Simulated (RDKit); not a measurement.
Input for RDKit: UFF on HF (SMILES F).

```python
from rdkit import Chem
from rdkit.Chem import AllChem, rdDetermineBonds

blocks = [
'''2

F    -0.00000000    0.00000000    0.46235791
H     0.00000000   -0.00000000   -0.46235791
''',
]
mol = None
for b in blocks:
    f = Chem.MolFromXYZBlock(b)
    rdDetermineBonds.DetermineBonds(f, charge=0)
    mol = f if mol is None else Chem.CombineMols(mol, f)
Chem.SanitizeMol(mol)
print(Chem.MolToSmiles(Chem.RemoveHs(mol)))
ff = AllChem.UFFGetMoleculeForceField(mol, vdwThresh=100.0, ignoreInterfragInteractions=False)
e = ff.CalcEnergy()
print(f'UFF energy {e:.6f} kcal/mol')
```

The log:

```
F
UFF energy 1.584074 kcal/mol
```

The run finished.

Cost: about 0.03 core-seconds (a rough figure).
